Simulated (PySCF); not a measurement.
A structure optimised at PBE0-D3(BJ)/def2-SVP, used in a PySCF frequency run:

```xyz
8

Zn    -0.0225     0.3614    -0.2381
N      0.0207     1.8969    -1.2125
H     -0.4708     2.7296    -0.9013
H     -0.0084     1.8749    -2.2275
Si     0.0568    -1.6059     1.0497
H      0.1359    -2.8297     0.1862
H     -1.1628    -1.7640     1.9080
H      1.2409    -1.6473     1.9686
```
Charge 0, spin multiplicity 1.

Task: Write its SMILES and formula.

Result: [NH2][Zn][SiH3], H₅NSiZn

Task: What are its rotational constants (standard atomic weights)?

Result: 68.631, 2.2571, 2.2451 GHz
